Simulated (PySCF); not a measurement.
Compound: CH14Si5.
Structure used (PBE0-D3(BJ)/def2-SVP), in Å, numbered top down from 1:
```
atom  x, y, z in Å
C1    -2.4990    1.2989    0.4669
Si2   -1.8365   -0.2572   -0.3634
Si3    0.4889   -0.3872   -0.0909
Si4    1.3664   -2.2834   -1.1455
Si5    1.4748    1.5367   -0.9910
Si6    0.9719   -0.4769    2.1995
H7    -3.5869    1.3851    0.3217
H8    -2.0230    2.1990    0.0489
H9    -2.2957    1.2769    1.5484
H10   -2.4635   -1.4774    0.2382
H11   -2.1576   -0.2528   -1.8265
H12    1.0434   -2.2532   -2.6059
H13    2.8527   -2.3343   -0.9838
H14    0.7753   -3.5205   -0.5473
H15    0.8850    2.7580   -0.3570
H16    1.2334    1.6054   -2.4659
H17    2.9502    1.5398   -0.7448
H18    0.4140   -1.7316    2.7938
H19    0.3564    0.6937    2.9008
H20    2.4489   -0.4481    2.4342
```

Linear response at B3LYP/def2-SVPD (PySCF, frozen core in the response, non-relativistic).

Static isotropic polarisability: 168.52 au (24.97 Å³), principal values 163.9, 164.5, 177.1 au.

**Question.** What is the polarisability at 1064 nm and at the sodium D line?

**Answer.** 170.85 au at 1064 nm (+1.4 %), 176.46 au at 589.3 nm (+4.7 %). The rise at 589.3 nm is 3.40 times that at 1064 nm; a pure ω² law gives 3.26. The lowest singlet lies at 200 nm, shorter than both wavelengths.

**Question.** What is the isotropic C6 coefficient between two such molecules, C6 = (3/π)∫α(iω)² dω?

**Answer.** 8571 au (Eh·bohr⁶) by a ten-point quadrature over imaginary frequencies, which is 5120 eV·Å⁶ or 494 J·nm⁶/mol.

**Question.** Which effective excitation energy ω̄ makes London's formula C6 = (3/4)α²ω̄ exact here?

**Answer.** ω̄ = 4·C6/(3α²) = 0.402 Eh = 11.0 eV. A one-pole form α(ω) = α/(1 − ω²/ω̄²) fitted to the 1064 nm value gives 10.0 eV.

**Question.** What n − 1 at the D line would an ideal gas of it have at 273.15 K and 1 atm (2.6868 × 10¹⁹ cm⁻³), by n − 1 = 2π·N·α′?

**Answer.** 44.14 × 10⁻⁴, a formal value whether or not that pressure can be reached.

**Question.** What molar refraction at the D line follows from R = (4π/3)·N_A·α′, with α′ the polarisability volume?

**Answer.** α′ = 26.15 Å³ gives R = 65.96 cm³/mol, for isolated, non-vibrating species.

**Question.** The lowest 6 singlets have (eV, f): 6.21, 0.007; 6.25, 0.004; 6.29, 0.005; 6.35, 0.002; 6.36, 0.003; 6.40, 0.001. What share of the static polarisability do they carry in the sum over states α = Σ f/ω²?

**Answer.** 0.40 au, 0.2 % of α; the largest term, 0.14 au, is that of the state at 6.21 eV. Their oscillator strengths add up to 0.02. Higher states carry the rest.
